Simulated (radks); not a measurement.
Q: Os V, configuration [Xe] 4f14 5d4. Calculated with a radial shooting solver on a logarithmic mesh with Libxc functionals: Dirac Kohn-Sham, BLYP, spin-unpolarised, spherical densities, finite nucleus; open shells fill j = l - 1/2 first; Fermi nuclear charge, rms radius 5.4126 fm. Some entries of the table are withheld. Estimate them.

| orbital | occ. | eigenvalue (Ry) | <1/r> (bohr^-1) |
|---|---|---|---|
| 1s1/2 | 2 | -5423.335 | 90.41 |
| 2s1/2 | 2 | -946.6702 | 22.09 |
| 2p1/2 | 2 | (1) | 22.06 |
| 2p3/2 | 4 | (2) | 18.31 |
| 3s1/2 | 2 | -222.8291 | 8.110 |
| 3p1/2 | 2 | (3) | 8.027 |
| 3p3/2 | 4 | (4) | 7.055 |
| 3d3/2 | 4 | -150.2830 | 6.951 |
| 3d5/2 | 6 | -144.9648 | 6.725 |
| 4s1/2 | 2 | -49.62821 | 3.418 |
| 4p1/2 | 2 | -42.10488 | 3.309 |
| 4p3/2 | 4 | -36.33546 | 2.970 |
| 4d3/2 | 4 | -23.96972 | 2.760 |
| 4d5/2 | 6 | -22.90104 | 2.681 |
| 5s1/2 | 2 | -10.00219 | 1.357 |
| 5p1/2 | 2 | -7.65802 | 1.234 |
| 4f5/2 | 6 | -7.24671 | 2.260 |
| 4f7/2 | 8 | -7.04002 | 2.228 |
| 5p3/2 | 4 | -6.72957 | 1.118 |
| 5d3/2 | 4 | -3.56716 | 0.8457 |
| 5d5/2 | 0 | -3.46517 | 0.8220 |

A: 
(1) 2p1/2 eigenvalue (Ry): -906.7593
(2) 2p3/2 eigenvalue (Ry): -794.1883
(3) 3p1/2 eigenvalue (Ry): -204.9212
(4) 3p3/2 eigenvalue (Ry): -180.3737
